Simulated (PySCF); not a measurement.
Method: PBE-D3(BJ)/def2-TZVP // r2SCAN-D4/def2-TZVP in PySCF 2.14.0. All species are isolated molecules in the gas phase. Excitations are Tamm–Dancoff values on a coarser integration grid. The basis has no diffuse functions, so Rydberg states are missing or too high.

Reference species (SMILES): `[F][Ga]([F])[F]` (neutral, multiplicity 1).

* **S1 oscillator strength**: 0.000
* **S1 excitation (TDA)**: 6.42 eV
* **LUMO**: -3.37 eV
* **S1–T1 gap (TDA)**: 0.33 eV

Changed species: `[Ga]([F])([SiH3])[SiH3]` (2 of 3 F replaced by SiH3; the reference has 0 of 3 F replaced by SiH3).

Q: Predict the effect on the S1 oscillator strength, S1 excitation (TDA), LUMO and S1–T1 gap (TDA).

A: the S1 oscillator strength stays essentially unchanged; the S1 excitation (TDA) decreases by 2.73 eV, to 3.69 eV; the LUMO increases by 0.43 eV, to -2.94 eV; the S1–T1 gap (TDA) increases by 0.22 eV, to 0.55 eV.
